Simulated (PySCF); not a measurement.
## Two-component Hartree-Fock for Dy⁵⁸⁺ (dysprosium, charge +58)

Start: [He] 2s2 2p4; 2p1/2 filled at m_j = -1/2, +1/2; 2p3/2 filled at m_j = +1/2, +3/2. Calculated with PySCF 2.14 in an uncontracted even-tempered set (17 s from 40 bohr⁻², ratio 2.4; 13 p from 51 bohr⁻², ratio 2.4; 5 d from 180 bohr⁻², ratio 2.6; 4 f from 260 bohr⁻², ratio 2.6): generalised Hartree-Fock with the X2C-1e Hamiltonian and a Gaussian nucleus; one run each with spin-orbit coupling (SO) switched off, then screened by Boettger's factors.

| spinor shell | electrons | ε, spin-free (eV) | ε, screened SO (eV) | weight of nominal j (screened SO) | rms radius, screened SO (bohr) |
| --- | --- | --- | --- | --- | --- |
| 1s1/2 | 2 | -59392.1 | -59364.6 | 1.000 | 0.0239 |
| 2s1/2 | 2 | -13864.1 | -13855.9 | 1.000 | 0.0942 |
| 2p1/2 | 2 | -12961.0 | -13541.8 | 1.000 | 0.0801 |
| 2p3/2 | 2 | -12961.0 | -12702.8 | 1.000 | 0.0860 |

```json
{"quantity": "E (hartree)", "spin-free": "-7677.58833", "screened SO": "-7702.75001"}
{"quantity": "M_J", "spin-free": "2", "screened SO": "2"}
{"quantity": "⟨J²⟩", "spin-free": "6.000", "screened SO": "6.000"}
{"quantity": "⟨L²⟩", "spin-free": "2.000", "screened SO": "3.268"}
{"quantity": "⟨S²⟩", "spin-free": "2.000", "screened SO": "1.381"}
```

Each row is a mean over spinors that exchange with the open shell spreads, by up to 77.199 eV (2s1/2).

Breit and QED terms are absent; they matter most for the inner s and p1/2 levels.

Densities and radii are taken from the X2C orbitals without a picture-change correction, which distorts them close to the nucleus.

Without spin-orbit coupling the j labels of p, d and f shells carry no meaning; the spin-free column gives the mean over the occupied spinors of each nl shell.
